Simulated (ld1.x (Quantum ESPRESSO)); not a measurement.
Reading a pseudo-wave (nitrogen)

Columns: radius, all-electron u(r) and pseudo u(r) of the 2s shell (level -18.58 eV) of nitrogen in the configuration [He] 2s2 2p3; PBE, scalar-relativistic, PAW scheme, ld1.x (Quantum ESPRESSO) 7.5.

```
r (bohr)  all-electron   pseudo
   0.085        0.3669  -0.0941
   0.170        0.3449  -0.1894
   0.255        0.1665  -0.2866
   0.340       -0.0572  -0.3853
   0.425       -0.2741  -0.4841
   0.510       -0.4619  -0.5803
   0.595       -0.6136  -0.6702
   0.680       -0.7286  -0.7497
   0.765       -0.8097  -0.8146
   0.850       -0.8612  -0.8615
   0.935       -0.8881  -0.8881
   1.020       -0.8952  -0.8952
   1.105       -0.8869  -0.8869
   1.190       -0.8668  -0.8668
   1.275       -0.8382  -0.8382
   1.360       -0.8035  -0.8035
   1.445       -0.7649  -0.7649
   1.530       -0.7237  -0.7237
   1.615       -0.6815  -0.6815
   1.700       -0.6390  -0.6390
   1.785       -0.5971  -0.5971
   1.870       -0.5562  -0.5562
   1.955       -0.5168  -0.5168
   2.040       -0.4791  -0.4791
   2.125       -0.4432  -0.4432
   2.210       -0.4093  -0.4093
```

Problem. How many radial nodes do the two functions have?

Solution. The all-electron 2s function has n − l − 1 = 1; the pseudo-wave has 0, since the states of the same l below it are removed with the core.

Problem. At about which radius was the pseudo-wave matched?

Solution. 0.90 bohr, where the columns begin to agree (steps of 0.09 bohr).

Problem. Is the pseudo-wave norm-conserving?

Solution. No, it belongs to a PAW set: the norm inside the radius is not constrained, and the difference is carried by the augmentation charge.
